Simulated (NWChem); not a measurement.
All runs are NWChem calculations. System: CuI, charge 0, spin multiplicity 1, at a geometry optimised with PBE/def2-SVP with def2 effective core potentials on I. The structure started from a generated list of species. Level: MP2/def2-QZVP with def2 effective core potentials on I, 13 core orbitals frozen.

Job file:

```
start mol
memory heap 200 mb stack 900 mb global 1100 mb
geometry units angstroms nocenter noautoz
  Cu     0.000000     0.000000    -1.533080
  I      0.000000     0.000000     0.838855
  symmetry group C2v
end
basis spherical
  * library def2-qzvp
end
ecp
  I library def2-ecp
end
scf
  rhf
  nopen 0
  maxiter 100
  thresh 1e-7
  semidirect memsize 60000000 filesize 0
end
mp2
  freeze core 13
end
task mp2 energy
```

Output (cleaned and shortened):

```
             Northwest Computational Chemistry Package (NWChem) 7.3.0
             --------------------------------------------------------

                                NWChem Input Module
                                -------------------

 Scaling coordinates for geometry "geometry" by  1.889725989
 (inverse scale =  0.529177249)

 Turning off AUTOSYM since
 SYMMETRY directive was detected!

                             Geometry "geometry" -> ""
                             -------------------------

 Output coordinates in angstroms (scale by  1.889725989 to convert to a.u.)

  No.       Tag          Charge          X              Y              Z
 ---- ---------------- ---------- -------------- -------------- --------------
    1 Cu                  29.0000     0.00000000     0.00000000    -1.53308000
    2 I                   53.0000     0.00000000     0.00000000     0.83885500

 Effective nuclear repulsion energy (a.u.)     342.9037607323

            Nuclear Dipole moment (a.u.)
            ----------------------------
        X                 Y               Z
 ---------------- ---------------- ----------------
     0.0000000000     0.0000000000    -0.0000094486

      Symmetry information
      --------------------

 Group name             C2v
 Group number             16
 Group order               4
 No. of unique centers     2

      Symmetry unique atoms

     1    2


 Summary of "ao basis" -> "" (spherical)
 ------------------------------------------------------------------------------
       Tag                 Description            Shells   Functions and Types
 ---------------- ------------------------------  ------  ---------------------
 *                         def2-qzvp                  on all atoms

 Summary of "ao basis" -> "ao basis" (spherical)
 ------------------------------------------------------------------------------
       Tag                 Description            Shells   Functions and Types
 ---------------- ------------------------------  ------  ---------------------
 Cu                        def2-qzvp                26       84   11s6p5d3f1g
 I                         def2-qzvp                22       82   7s6p4d4f1g

                                 NWChem SCF Module
                                 -----------------

  ao basis        = "ao basis"
  functions       =   166
  atoms           =     2
  closed shells   =    27
  open shells     =     0
  charge          =   0.00
  wavefunction    = RHF
  use symmetry    = T
  symmetry adapt  = T

 Summary of "ao basis" -> "ao basis" (spherical)
 ------------------------------------------------------------------------------
       Tag                 Description            Shells   Functions and Types
 ---------------- ------------------------------  ------  ---------------------
 Cu                        def2-qzvp                26       84   11s6p5d3f1g
 I                         def2-qzvp                22       82   7s6p4d4f1g

      Symmetry analysis of basis
      --------------------------

        a1         68
        a2         20
        b1         39
        b2         39

 Forming initial guess at       0.6s

      Superposition of Atomic Density Guess
      -------------------------------------

 Sum of atomic energies:       -1986.12233277

      Non-variational initial energy
      ------------------------------

 Total energy =   -1935.435586
 1-e energy   =   -3123.783156
 2-e energy   =    1026.600513
 HOMO         =      -0.360307
 LUMO         =      -0.148600

      Symmetry analysis of molecular orbitals - initial
      -------------------------------------------------

 !! scf_movecs_sym_adapt:  114 vectors were symmetry contaminated

  Symmetry fudging

 !! scf_movecs_sym_adapt:  104 vectors were symmetry contaminated

  Numbering of irreducible representations:

     1 a1          2 a2          3 b1          4 b2

  Orbital symmetries:

     1 a1          2 a1          3 a1          4 b1          5 b2
     6 a1          7 a1          8 b1          9 b2         10 a1
    11 a1         12 b1         13 b2         14 a1         15 b2
    16 b1         17 a1         18 a2         19 a1         20 a1
    21 b1         22 b2         23 a2         24 a1         25 a1
    26 b2         27 b1         28 a1         29 b2         30 b1
    31 a1         32 a1         33 b2         34 b1         35 a1
    36 a1         37 a2

 Starting SCF solution at      34.9s

 ----------------------------------------------
         Quadratically convergent ROHF

 Convergence threshold     :          1.000E-07
 Maximum no. of iterations :          100
 Final Fock-matrix accuracy:          1.000E-09
 ----------------------------------------------

              iter       energy          gnorm     gmax       time
             ----- ------------------- --------- --------- --------
                 1    -1935.5903746332  1.99D+00  4.73D-01     35.2
                 2    -1935.6868300662  3.82D-01  1.07D-01     35.9
                 3    -1935.6961773577  1.78D-01  3.49D-02     36.4
                 4    -1935.6979894932  1.06D-02  4.29D-03     37.2
                 5    -1935.6980327011  2.58D-04  5.67D-05     38.6
                 6    -1935.6980327035  2.03D-08  4.67D-09     40.4

       Final RHF  results
       ------------------

         Total SCF energy =  -1935.698032703484
      One-electron energy =  -3130.979716183160
      Two-electron energy =   1033.534626530485
 Nuclear repulsion energy =    161.747056949192

        Time for solution =      5.5s

       Symmetry analysis of molecular orbitals - final
       -----------------------------------------------

  Numbering of irreducible representations:

     1 a1          2 a2          3 b1          4 b2

  Orbital symmetries:

     1 a1          2 a1          3 b2          4 b1          5 a1
     6 a1          7 a1          8 b1          9 b2         10 a1
    11 a1         12 b1         13 b2         14 a1         15 b1
    16 b2         17 a1         18 a2         19 a1         20 b2
    21 b1         22 a2         23 a1         24 a1         25 a1
    26 b2         27 b1         28 a1         29 b1         30 b2
    31 a1         32 a1         33 b1         34 b2         35 a1
    36 a2         37 a1

             Final eigenvalues
             -----------------

              1
    1 -328.8480
    2  -40.8752
    3  -35.6749
    4  -35.6749
    5  -35.6733
    6   -7.6806
    7   -5.5310
    8   -5.5277
    9   -5.5277
   10   -5.0684
   11   -3.3842
   12   -3.3805
   13   -3.3805
   14   -2.2259
   15   -2.2241
   16   -2.2241
   17   -2.2204
   18   -2.2204
   19   -0.8358
   20   -0.5529
   21   -0.5529
   22   -0.5474
   23   -0.5474
   24   -0.5473
   25   -0.3661
   26   -0.3320
   27   -0.3320
   28   -0.0152
   29    0.0479
   30    0.0479
   31    0.0745
   32    0.1034
   33    0.1626
   34    0.1626
   35    0.1812
   36    0.1844
   37    0.1844

                       ROHF Final Molecular Orbital Analysis
                       -------------------------------------

 Vector   25  Occ=2.000000D+00  E=-3.661281D-01  Symmetry=a1
              MO Center= -6.3D-13,  9.2D-14,  4.4D-01, r^2= 2.6D+00
   Bfn.  Coefficient  Atom+Function         Bfn.  Coefficient  Atom+Function
  ----- ------------  ---------------      ----- ------------  ---------------
   106      0.433483  2 I  pz               103      0.371380  2 I  pz
    94     -0.275660  2 I  pz                 9     -0.163140  1 Cu s
   109      0.161545  2 I  pz

 Vector   26  Occ=2.000000D+00  E=-3.319652D-01  Symmetry=b2
              MO Center= -3.0D-27,  2.9D-14,  7.2D-01, r^2= 2.3D+00
   Bfn.  Coefficient  Atom+Function         Bfn.  Coefficient  Atom+Function
  ----- ------------  ---------------      ----- ------------  ---------------
   105      0.480535  2 I  py               102      0.413702  2 I  py
    93     -0.303660  2 I  py               108      0.211336  2 I  py

 Vector   27  Occ=2.000000D+00  E=-3.319652D-01  Symmetry=b1
              MO Center= -3.2D-14, -1.6D-26,  7.2D-01, r^2= 2.3D+00
   Bfn.  Coefficient  Atom+Function         Bfn.  Coefficient  Atom+Function
  ----- ------------  ---------------      ----- ------------  ---------------
   104      0.480535  2 I  px               101      0.413702  2 I  px
    92     -0.303660  2 I  px               107      0.211336  2 I  px

 Vector   28  Occ=0.000000D+00  E=-1.516911D-02  Symmetry=a1
              MO Center=  8.4D-14,  2.2D-15, -2.7D+00, r^2= 6.2D+00
   Bfn.  Coefficient  Atom+Function         Bfn.  Coefficient  Atom+Function
  ----- ------------  ---------------      ----- ------------  ---------------
    11      0.976625  1 Cu s                 29     -0.377705  1 Cu pz
    91     -0.359991  2 I  s                109      0.310027  2 I  pz

 Vector   29  Occ=0.000000D+00  E= 4.792177D-02  Symmetry=b1
              MO Center=  1.6D-14,  2.5D-26, -2.0D+00, r^2= 1.2D+01
   Bfn.  Coefficient  Atom+Function         Bfn.  Coefficient  Atom+Function
  ----- ------------  ---------------      ----- ------------  ---------------
    27      1.245652  1 Cu px               107     -0.372078  2 I  px
    24     -0.262520  1 Cu px                21      0.181957  1 Cu px

 Vector   30  Occ=0.000000D+00  E= 4.792177D-02  Symmetry=b2
              MO Center=  5.7D-27,  3.8D-15, -2.0D+00, r^2= 1.2D+01
   Bfn.  Coefficient  Atom+Function         Bfn.  Coefficient  Atom+Function
  ----- ------------  ---------------      ----- ------------  ---------------
    28      1.245652  1 Cu py               108     -0.372078  2 I  py
    25     -0.262520  1 Cu py                22      0.181957  1 Cu py

 center of mass
 --------------
 x =   0.00000000 y =   0.00000000 z =   0.09929555

 moments of inertia (a.u.)
 ------------------
         845.195694123950           0.000000000000           0.000000000000
           0.000000000000         845.195694123950           0.000000000000
           0.000000000000           0.000000000000           0.000000000000

  Mulliken analysis of the total density
  --------------------------------------

    Atom       Charge   Shell Charges
 -----------   ------   -------------------------------------------------------
    1 Cu  29    28.40   1.94 -0.04  0.17  1.02  0.81  0.36  1.16  0.56  0.19  0.08  0.01  6.00  5.65  0.36  0.09  0.04  0.02  5.73  2.61  1.37  0.26  0.01  0.00  0.00  0.00
  0.00
    2 I   25    25.60   0.71  0.02  1.16  0.18  0.81  0.89  0.23  5.43  0.03  0.73  1.86  2.62  0.92  9.00  0.88  0.13  0.01  0.00  0.00  0.00  0.00  0.00

       Multipole analysis of the density wrt the origin
       ------------------------------------------------

     L   x y z        total         open         nuclear
     -   - - -        -----         ----         -------
     0   0 0 0     -0.000000      0.000000     54.000000

     1   1 0 0      0.000000      0.000000      0.000000
     1   0 1 0     -0.000000      0.000000      0.000000
     1   0 0 1     -2.460768      0.000000    -44.385780

     2   2 0 0    -30.212258      0.000000      0.000000
     2   1 1 0      0.000000      0.000000      0.000000
     2   1 0 1      0.000000      0.000000      0.000000
     2   0 2 0    -30.212258      0.000000      0.000000
     2   0 1 1     -0.000000      0.000000      0.000000
     2   0 0 2    -22.012870      0.000000    306.224611

                   NWChem MP2 Semi-direct Energy/Gradient Module
                   ---------------------------------------------

  Basis functions       =    166
  Molecular orbitals    =    166
  Frozen core           =     13
  Frozen virtuals       =      0
  Active alpha occupied =     14
  Active beta occupied  =     14
  Active alpha virtual  =    139
  Active beta virtual   =    139
  Use MO symmetry       = T
  Use skeleton AO sym   = T

  AO/Fock/Back tols     =   1.0D-09  1.0D-09  1.0D-09

 GA uses MA = F    GA memory limited = T

 Available:
  local mem=  1.26D+08
 global mem=  1.44D+08
 local disk=  0.00D+00
  mp2_memr nvloc                   139
  nvloc new                   139
   1 passes of  14:        7340032                     216992                  88481937.
   1 passes of  14: M    126113543           G      144124088           F     118773511.

 Semi-direct pass number   1 of   1  for RHF alpha+beta  at       41.1s
  vrange nnbf                 13366
  mp2_eaftype                   337  avail_ma_in_mb                  1099
 EAF : mp2_eaftype filesize         337   44240968.
  mp2_eaf for mointskh                    337
Node 0 wrote    208.1 Mb in      0.6 s     Agg I/O rate:   348.1 Mb/s
 Done moints_semi at      131.0s
  mp2_eaftype                   337  avail_ma_in_mb                   762
 EAF : mp2_eaftype filesize         337   44240968.
  mp2_eaf for kh                   337
 Done maket at      132.7s
 Done multipass loop at      132.7s

          -------------------------------------------
          SCF energy               -1935.698032703484
          Correlation energy          -1.179245205309
          Singlet pairs               -0.527113878684
          Triplet pairs               -0.652131326625
          Total MP2 energy         -1936.877277908793
          -------------------------------------------

          ---------------------------------------------------
                    Spin Component Scaled (SCS) MP2
          Same spin pairs                     -0.434754217750
          Same spin scaling factor             0.333333333333
          Opposite spin pairs                 -0.744490987559
          Opposite spin scaling fact.          1.200000000000
          SCS-MP2 correlation energy          -1.038307257654
          Total SCS-MP2 energy             -1936.736339961138
          ---------------------------------------------------

 -----------------------
 Performance information
 -----------------------

 Timer overhead =  2.41D-07 seconds/call

               Nr. of calls         CPU time (s)                 Wall time (s)                GFlops
             ---------------    -------------------     ------------------------------   -------------------
Name         Min   Avg   Max    Min     Avg     Max     Min     Avg     Max   Mx/calls   Min     Max     Sum
mp2: moin     1     1     1    90.     90.     90.      90.     90.     90.     90.      0.0     0.0     0.0
mp2: make     1     1     1    1.6     1.6     1.6      1.6     1.6     1.6     1.6      0.0     0.0     0.0
mp2: tota     1     1     1    92.     92.     92.      92.     92.     92.     92.      0.0     0.0     0.0

 The average no. of pstat calls per process was 3.00D+00
 with a timing overhead of 7.23D-07s

 Task  times  cpu:      132.6s     wall:      132.6s

 Total times  cpu:      132.7s     wall:      132.7s
```
